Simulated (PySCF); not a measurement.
Polarisability and C₆ of Ni(2+) (nickel, charge +2)

[Ar] 3d8, high-spin 3F determinant. Calculation: PySCF 2.14, in aug-cc-pwCVTZ-DK; scalar relativity by spin-free X2C-1e. Coupled (time-dependent) response in atomic units; α is the mean over directions.

```tsv
method	mean α (bohr³)	C₆ (like pair)	S(−4)
PBE0	3.155	8.858	5.118
```

S(−4) is the Cauchy moment in α(ω) = α(0) + S(−4) ω² + …

α(iu) at PBE0:

```tsv
u (hartree)	α(iu) (bohr³)
0	3.155
0.0500	3.142
0.100	3.105
0.200	2.972
0.300	2.791
0.500	2.406
0.750	2.004
1.00	1.700
1.50	1.273
2.00	0.9889
3.00	0.6475
5.00	0.3417
```

A single London oscillator, α(iu) = α/(1 + u²/ω²), gives C₆ = (3/4) ω α². Matching the computed C₆ needs ω = 4 × 8.858 / (3 × 3.155²) = 1.19 hartree.

For an ion, C₆ is the dispersion term alone; charge-induced terms of lower order in 1/R come first.
